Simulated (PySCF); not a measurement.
Isomers of C4H8FOP, one GFN2-xTB conformer each. Single-point energies are computed at PBE0/pcSseg-1 (PySCF, gas phase, no added dispersion term), electronic only.

Question: Rank them by PBE0/pcSseg-1 energy, lowest first (kcal/mol).
A. `[OH:1][CH2:2][CH2:3][CH2:4]/[P:5]=[CH:6]\[F:7]` with H–O1–C2–C3 59°, O1–C2–C3–C4 179°, C2–C3–C4–P5 64°, C3–C4–P5–C6 -122°
B. `[CH3:1][C@@H:2]1[C@H:3]([F:4])[CH2:5][P@H:6]1=[O:7]` with C1–C2–C3–F4 -30°, C2–C3–C5–P6 19°, C3–C5–P6–O7 -137°, C1–C2–P6–C5 138°

Answer: B (0.0), A (30.0).

As drawn, the lower has a four-membered ring and a P=O bond, which the higher lacks; the higher has an O–H bond, which the lower lacks. GFN2-xTB itself gives, in the same order: 0.0, 55.1. Both levels put the same isomer lowest.

Q: Which frontier levels, dipoles and rotational constants go with these structures?

A: 
```
                   SMILES  HOMO (eV, PBE0/pcSseg-1)  LUMO (eV)  dipole (D)      A, B, C (MHz)
C[C@@H]1[C@H](F)C[P@H]1=O                     -7.78       0.61        2.86   3434, 1858, 1388
               OCCC/P=C\F                     -7.18      -1.49        1.49  3507, 1079, 982.0
```
